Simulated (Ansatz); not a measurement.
Breaking a bond: Ga2, triplet.

Levels: UKS-PBE = unrestricted PBE/aug-cc-pVDZ in Ansatz (a program for electronic structure); UKS-CAM-B3LYP = unrestricted CAM-B3LYP/aug-cc-pVDZ (Ansatz); FCI = full CI/aug-cc-pVDZ, cores with 3d frozen in Ansatz.

Energies relative to the lowest point of each curve near equilibrium, in eV; the last columns give the error against full CI:

| R / Å | UKS-PBE | UKS-CAM-B3LYP | FCI | UKS-PBE − FCI | UKS-CAM-B3LYP − FCI |
|---|---|---|---|---|---|
| 2.64 | 0.015 | 0.006 | 0.028 | -0.013 | -0.022 |
| 2.70 | 0.000 | 0.000 | 0.006 | -0.006 | -0.006 |
| 2.80 | 0.002 | 0.018 | 0.000 | 0.002 | 0.018 |
| 2.86 | 0.015 | 0.042 | 0.011 | 0.004 | 0.031 |
| 3.01 | 0.078 | 0.132 | 0.073 | 0.005 | 0.058 |
| 3.09 | 0.124 | 0.192 | 0.119 | 0.004 | 0.072 |
| 3.31 | 0.271 | 0.380 | 0.269 | 0.002 | 0.112 |
| 3.70 | 0.551 | 0.737 | 0.538 | 0.013 | 0.199 |
| 4.09 | 0.803 | 0.962 | 0.757 | 0.046 | 0.204 |
| 4.53 | 1.035 | 1.083 | 0.928 | 0.107 | 0.156 |
| 4.94 | 1.202 | 1.142 | 1.028 | 0.175 | 0.115 |
| 5.31 | 1.320 | 1.173 | 1.083 | 0.236 | 0.089 |
| 5.90 | 1.451 | 1.197 | 1.132 | 0.319 | 0.065 |
| 6.58 | 1.513 | 1.208 | 1.157 | 0.356 | 0.051 |
| 7.37 | 1.534 | 1.213 | 1.170 | 0.364 | 0.043 |
| 7.93 | 1.540 | 1.214 | 1.174 | 0.366 | 0.040 |

UKS-PBE is furthest from FCI at 7.93 (0.366 eV, above); its mean absolute error over the points is 0.126 eV.

UKS-CAM-B3LYP is furthest from FCI at 4.09 (0.204 eV, above); its mean absolute error over the points is 0.080 eV.

The scan ran from 2.17 to 7.93 Å; beyond the distances shown full CI changes its symmetry label.
